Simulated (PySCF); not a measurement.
Lu: excitation energy

Lu [Xe] 4f14 5d1 6s2 (2D) → Lu [Xe] 4f14 5d3 (4F), as a difference of total energies. Computed with PySCF 2.14 in cc-pVDZ-X2C, with the spin-free X2C one-electron Hamiltonian (Gaussian nucleus). Correlated levels: valence: [Kr] 4d10 frozen; valence and next inner shell: [Ar] 3d10 frozen. The calculations carry no spin-orbit coupling.

```json
{"method": "UHF", "excitation energy (cm⁻¹)": "41757"}
{"method": "LDA", "excitation energy (cm⁻¹)": "42712"}
{"method": "PBE", "excitation energy (cm⁻¹)": "41461"}
{"method": "PBE0", "excitation energy (cm⁻¹)": "41459"}
{"method": "r2SCAN", "excitation energy (cm⁻¹)": "40706"}
{"method": "revPBE", "excitation energy (cm⁻¹)": "40728"}
{"method": "M06-2X", "excitation energy (cm⁻¹)": "48862"}
{"method": "TPSS", "excitation energy (cm⁻¹)": "40364"}
{"method": "MP2 (valence)", "excitation energy (cm⁻¹)": "46912"}
{"method": "SCS-MP2 (valence)", "excitation energy (cm⁻¹)": "49719"}
{"method": "MP2 (valence and next inner shell)", "excitation energy (cm⁻¹)": "47312"}
{"method": "SCS-MP2 (valence and next inner shell)", "excitation energy (cm⁻¹)": "50058"}
```

A first-order spin-orbit estimate (lowest level to lowest level, LS coupling) adds 0.005 eV.
